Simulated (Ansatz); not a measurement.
Energy difference R1 → P1 + P2, each structure at its B3LYP-D3(BJ)/def2-TZVP stationary point, reached from a drawn start (curvature not checked).
R1: H4Ti (SMILES [TiH4]), charge 0, multiplicity 1.
P1, H3Ti (SMILES [TiH3]) (charge 0, multiplicity 2):
```xyz
4

Ti    -0.00093    -0.00068    -0.16121
H      1.71691    -0.00970     0.04466
H     -0.84946     1.49197     0.05186
H     -0.86652    -1.48159     0.06478
```
P2: H atom, charge 0, multiplicity 2.

P less R. No zero-point or thermal terms; singlets are restricted closed shells; open shells are unrestricted; no spin–orbit coupling. The spin states of the d-block species are the ones drawn and need not be the lowest.

Frozen-core correlation throughout. CBS: X⁻³ extrapolation of the correlation energy, Hartree–Fock from the larger set.

Programs: Ansatz (Gaussian basis) for Hartree–Fock, density functionals and correlated methods. No computed number here is a measurement.

PBE/def2-TZVPP gives 2.670 eV for the reaction energy.

Task: Predict the shift from PBE, with its sign, for: r2SCAN/def2-TZVPP, PBE0/def2-TZVPP, wB97M-V/def2-TZVPP, B2PLYP/def2-TZVPP, MP2/CBS(def2-TZVPP, def2-QZVPP), MP2/CBS(def2-TZVPP, def2-QZVPP) + ΔCCSD(T)/def2-TZVPP.

Result: r2SCAN/def2-TZVPP -0.062; PBE0/def2-TZVPP -0.310; wB97M-V/def2-TZVPP -0.238; B2PLYP/def2-TZVPP -0.237; MP2/CBS(def2-TZVPP, def2-QZVPP) -0.415; MP2/CBS(def2-TZVPP, def2-QZVPP) + ΔCCSD(T)/def2-TZVPP -0.287 eV. 0 of 6 lie above PBE; the widest gap is to MP2/CBS(def2-TZVPP, def2-QZVPP).

Ansatz is a quantum-chemistry and plane-wave program.
